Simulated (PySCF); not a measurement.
Q: Give a GFN2-xTB geometry of `CCc1cccc(C=O)c1`.

A: 
```
atom  x, y, z in Å
C1     2.7855   -0.2879    0.1728
C2     1.7747    0.5942    0.9087
C3     0.4230    0.4900    0.2634
C4     0.0467    1.3670   -0.7491
C5    -1.1853    1.2513   -1.3735
C6    -2.0631    0.2537   -0.9964
C7    -1.7021   -0.6385    0.0126
C8    -2.6181   -1.7056    0.4274
O9    -2.4010   -2.5177    1.2908
C10   -0.4597   -0.5118    0.6332
H11    2.4663   -1.3272    0.1949
H12    2.8735    0.0220   -0.8661
H13    3.7645   -0.2142    0.6400
H14    2.1172    1.6306    0.8881
H15    1.7098    0.2751    1.9504
H16    0.7252    2.1532   -1.0490
H17   -1.4579    1.9457   -2.1546
H18   -3.0271    0.1606   -1.4754
H19   -3.5738   -1.7167   -0.1357
H20   -0.2037   -1.2130    1.4145
```

Any rigid rotation of these coordinates is as good. Atoms count from 1 in this order. The C–C distances run from 1.381 Å (C5–C6, aromatic) to 1.530 Å (C1–C2, drawn single), a spread of 0.149 Å. The 6-membered ring C3–C4–C5–C6–C7–C10 has internal angles of 118.5° to 121.0°; it is planar, 0.00 Å rms from its mean plane, widest ring torsion 0°. Of the pairs four or more bonds apart, O9···H20 is among the closest relative to their van der Waals radii: 2.56 Å, 94 % of the sum of Bondi's values.

Bonds between heavy atoms (Å): C1–C2 1.530, C2–C3 1.501, C3–C4 1.391, C4–C5 1.386, C5–C6 1.381, C6–C7 1.394, C7–C8 1.466, C8=O9 1.205, C7–C10 1.395, C3–C10 1.385.

Computed geometry: GFN2-xTB, gas phase.

Point group: C1 (no symmetry element, even within 0.4 Å). Whether it is a minimum is left open (no frequencies). One conformer, not necessarily the lowest (C1–C2–C3–C4 -91°, C6–C7–C8–O9 180°).
